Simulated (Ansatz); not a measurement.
AlH6NSSi2 (`[SiH3][SiH]1[NH][AlH][S]1`). Charge 0, multiplicity 1.

```xyz
11

Si    0.2548   -1.9276    0.6683
Si    0.6172    0.3632    0.3514
N     0.1734    0.9531   -1.2195
Al   -1.1463    2.0193   -0.6769
S    -0.8512    1.5220    1.4337
H     0.4839   -2.3057    2.0893
H    -1.1464   -2.2611    0.2943
H     1.1760   -2.7332   -0.1836
H     1.9984    0.7381    0.7705
H     0.5949    0.6779   -2.0900
H    -2.1546    2.9539   -1.4375
```

**Question.** What are the harmonic wavenumbers in cm⁻¹ at PBE0-D4/def2-TZVP (Ansatz, finite differences of forces, unscaled)? (Estimate.)

**Answer.** The calculation gave: 85, 99, 117, 220, 354, 413, 432, 464, 470, 488, 516, 522, 589, 700, 778, 804, 855, 887, 933, 936, 981, 1982, 2181, 2203, 2218, 2225, 3670.

**Question.** Is this a minimum?

**Answer.** Yes, all 27 modes are real.

**Question.** Give the ideal-gas thermochemistry at 298.15 K and 1 bar (rigid rotor, harmonic oscillator; point group C1, symmetry number 1).

**Answer.** Zero-point energy 156.2 kJ/mol; H(298) − E = 180.6 kJ/mol; entropy 375.5 J/(mol·K), of which translation 170.1, rotation 119.4, vibration 86.0; G(298) − E = 68.7 kJ/mol. Modes under 100 cm⁻¹ are hindered rotations or soft bends, so the harmonic entropy is rough.

**Question.** And at 400, 500, 600, 800 and 1000 K?

**Answer.** 
```tsv
T (K)	H − E (kJ/mol)	S (J/mol/K)	G − E (kJ/mol)
400	195.6	418.4	28.2
500	212.2	455.5	-15.5
600	230.3	488.4	-62.7
800	269.7	545.0	-166.3
1000	312.1	592.2	-280.1
```

**Question.** Rotational constants (cm⁻¹)?

**Answer.** 0.1158, 0.04444, 0.03714.
